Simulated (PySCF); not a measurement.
[Bi(NCS)2]+ at several levels of theory

Computed with PySCF 2.14.0 (density fitting, no spin-orbit coupling) at the geometry relaxed with PBE0:

```xyz
7
[Bi(NCS)2]+ (singlet)
Bi    0.0000    0.0000   -1.1018
N     1.5289    0.0000    0.2906
C     2.5887    0.0000    0.8817
S     3.9325    0.0000    1.6648
N    -1.5289    0.0000    0.2906
C    -2.5887    0.0000    0.8817
S    -3.9325    0.0000    1.6648
```

```csv
level,basis,state,HOMO (eV),gap (eV),charge on Bi1 (e),dipole about the centre of mass (D),largest force component (eV/Å)
PBE0,"Bi def2-SVP with ECP60, N def2-SVP, C def2-SVP, S def2-SVP",singlet,-11.66,2.56,1.31,2.06,0.02
r2SCAN,the same,singlet,-11.02,1.46,1.27,1.65,0.46
PBE0,"Bi def2-TZVP with ECP60, N def2-TZVP, C def2-TZVP, S def2-TZVP",singlet,-11.63,2.56,1.21,1.86,0.89
```

Charges are Mulliken's, which hang on the basis. The relaxation used the grid (50, 194), these runs (75, 302) or, all-electron (x2c bases, spin-free X2C Hamiltonian), (99, 590).

Question: What does BP86 with Bi def2-SVP with ECP60, N def2-SVP, C def2-SVP, S def2-SVP give here?

Answer: state singlet, HOMO (eV) -10.82, gap (eV) 1.29, charge on Bi1 (e) 1.15, dipole about the centre of mass (D) 1.21, largest force component (eV/Å) 0.91. Time: 15 s on 2 threads of Arm Neoverse V1, on a shared host, from an already converged density.

In the first row's basis the gap widens with exact exchange: 1.3 to 1.5 eV for BP86, r2SCAN (none); 2.6 eV for PBE0 (a fixed share).

A frequency check found unstable modes (2, the lowest at -29 cm⁻¹), so the relaxed geometry is a saddle point, or these are noise.
